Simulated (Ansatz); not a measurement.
CH3CdFS, SMILES `C[S][Cd][F]`. The species carries charge 0 and has multiplicity 1. Cd takes the def2 core potential. The structure was optimised at the PBE0-D4/def2-TZVP level. It is one conformer, not always the lowest.

```xyz
7

C    -1.093   -0.551   -0.076
S     0.439   -0.953    0.823
Cd    1.852    0.779    0.234
F     3.064    2.219   -0.243
H    -0.944   -0.543   -1.155
H    -1.796   -1.348    0.168
H    -1.521    0.396    0.249
```

Question: What is the dipole moment at r2SCAN/def2-TZVPP? (An estimate is asked.)

Answer: Ansatz gave: 2.78 D, with components (-2.52, -1.12, -0.28) D in this frame, pointing from negative to positive charge.

Question: And with PBE, B3LYP, ωB97M-V? (Best estimate.)

Answer: Ansatz gave: PBE 2.75 D, B3LYP 2.82 D, ωB97M-V 2.59 D.

Question: Give the Mulliken charges with r2SCAN, PBE, B3LYP in def2-TZVPP. (Best estimate.)

Answer: Ansatz gave: 
| atom | r2SCAN | PBE | B3LYP |
| --- | --- | --- | --- |
| C1 | -0.14 | -0.26 | -0.27 |
| S2 | -0.34 | -0.30 | -0.31 |
| Cd3 | 0.77 | 0.69 | 0.77 |
| F4 | -0.55 | -0.50 | -0.55 |
| H5 | 0.09 | 0.13 | 0.12 |
| H6 | 0.09 | 0.12 | 0.12 |
| H7 | 0.09 | 0.13 | 0.12 |

B3LYP here is the variant with VWN-RPA as its local correlation; programs differ in this.
